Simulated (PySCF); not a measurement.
Correlation energy of Se⁻ (selenium, charge -1)

[Ar] 3d10 4s2 4p5, 2P determinant. All numbers are calculated (PySCF 2.14, a scalar-relativistic core potential, in aug-cc-pwCVDZ-PP with ECP10MDF (6s5p4d1f, 48 functions)). Frozen: 3s2 3p6 3d10; 7 electrons correlated.

```tsv
level	correlation energy (mhartree)
CCSD	-125.62
(T)	-3.74
CCSD(T)	-129.36
```

Diagnostics: T1 = 0.012, D1 = 0.0229, largest double amplitude 0.034.

Cost of the coupled-cluster step: of the order of 1.4 core-seconds, for 7 correlated electrons.
